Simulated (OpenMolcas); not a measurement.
An atom or ion with 39 electrons was computed by SS-RASPT2, IPEA 0.25 Eh, imaginary shift 0.1 Eh with spin-orbit coupling (OpenMolcas, ANO-RCC-VTZP, DKH2). The lowest levels that the run gave, each within 12 % of the measured value where one is at hand:

```
  J  Parity  E (cm⁻¹)      g
3/2    even       0.0  0.403
5/2    even       799  1.029
7/2    even      1804  1.237
9/2    even      2940  1.330
3/2    even     10670  1.652
1/2    even     10700  2.518
5/2    even     12020  1.597
7/2    even     12170  0.891
9/2    even     12900  1.085
1/2    even     14580  0.818
3/2    even     14650  1.218
9/2    even     16660  0.939
```

Problem. Which ion is it, and what are the configurations and terms?

Solution. Mo3+ (Z = 42, charge +3; active space 9 electrons in 8 orbitals (RAS1 4p, at most 2 holes; RAS2 4d)). J, parity and g give the terms where levels are pure, and mixed ones are named by the computed weights; the size of the splittings, set against known spectra of the 39-electron sequence, gives the charge. In order, with the measured energies in cm⁻¹ (Sugar and Musgrove, J. Phys. Chem. Ref. Data 17, 155 (1988)): 4d³ ⁴F_3/2, 4d³ ⁴F_5/2 (778), 4d³ ⁴F_7/2 (1760), 4d³ ⁴F_9/2 (2865), 4d³ ⁴P_3/2 (10331), 4d³ ⁴P_1/2 (10338), 4d³ ⁴P_5/2 (11612), 4d³ ²G_7/2 (11580), 4d³ ²G_9/2 (12311), 4d³ ²P_1/2 (14348), 4d³ ²P_3/2 [50 %], 4d³ ²H_9/2 (15995).

CASPT2 does not keep the components of a term degenerate, so their means are used; among the terms shown or strongly mixed into the levels shown the widest spread is 200 cm-1 (4d³ ⁴F). Active for correlation alone: 4p; no level in the range computed is led by a configuration that opens it, so any true level of that kind is missing. Computed and measured levels are paired by configuration, term and J; levels that our copy of the source lacks, or whose pairing is in doubt (as where it misses far off the trend of its configuration), stay unpaired and out of the deviations. Levels of configurations outside the active space are missing.

A share in square brackets marks a mixed level and gives the weight of the term that names it.
